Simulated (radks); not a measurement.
Problem. The strontium ion Sr4+ is in [Ar] 3d10 4s2 4p(1/2: 2, 3/2: 2). Calculated with a radial shooting solver on a logarithmic mesh with Libxc functionals: Dirac Kohn-Sham, relativistic LDA (MacDonald-Vosko exchange, VWN5 correlation), spin-unpolarised, spherical densities, finite nucleus; Fermi nuclear charge, rms radius of each element as measured or else 0.836 A^(1/3) + 0.57 fm. Sub-shells are occupied by j as written (lower j first in brackets). One electron is removed from 3d5/2, 4s1/2, 4p1/2, 4p3/2 in turn, with full relaxation. Which removal costs least, and what does each cost?

Solution. 4p3/2 71.764 eV; 4p1/2 73.298 eV; 4s1/2 92.339 eV; 3d5/2 192.45 eV. The 4p3/2 electron leaves first.
